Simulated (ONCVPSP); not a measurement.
**Sc (Z = 21): excitation energies, all-electron against ONCV**

```json
{
 "Element": "Sc (Z = 21)",
 "Generator": "ONCVPSP 4.0.1",
 "Type": "optimised norm-conserving Vanderbilt (ONCV)",
 "Functional": "PBEsol",
 "Relativity": "scalar-relativistic",
 "Frozen core": "[Ne]",
 "Valence charge": "11",
 "Reference configuration": "3s2 3p6 3d1 (charge +2)",
 "Partial waves": "3s: rc 1.10 bohr, ncon 3, nbas 8, qcut 5.4 1/bohr, 1 projector; 3p: rc 1.85 bohr, ncon 4, nbas 7, qcut 9.3 1/bohr, 2 projectors, debl 1.4 Ha; 3d: rc 2.35 bohr, ncon 3, nbas 8, qcut 6.7 1/bohr, 2 projectors, debl 3.5 Ha",
 "Local potential": "polynomial inside 0.80 bohr (lpopt 3, dvloc0 3 Ha)",
 "Core correction": "polynomial model core, fcfact 0.5"
}
```

In the p channel the program set the typed energies aside and used -1.795, 0.250 Ha.

Energies are relative to the spin-unpolarised reference configuration 3s2 3p6 3d1; without spin polarisation the order of configurations can differ from experiment.

| valence configuration | charge | ΔE all-electron (eV) | error AE − PS (meV) |
| --- | --- | --- | --- |
| 3s2 3p6 3d1 4s1 | +1 | -12.651 | +210 |
| 3s2 3p6 3d1.5 4s1.5 | 0 | -18.878 | +196 |

(1) What are ΔE and the potential's error for 3s2 3p6 3d0?

(2) What are ΔE and the potential's error for 3s2 3p6 3d1 4s2?

Levels in the configuration 3s2 3p6 3d1.5 4s1.5:

```
level  all-electron (eV)  pseudo (eV)
   3s            -53.157      -52.968
   3p            -31.920      -31.751
   3d             -2.092       -2.002
   4s             -3.806       -3.862
```

## Answers

(1) ΔE = 24.817 eV all-electron; the error (AE − PS) is +268 meV.

(2) ΔE = -19.555 eV all-electron; the error (AE − PS) is +297 meV.
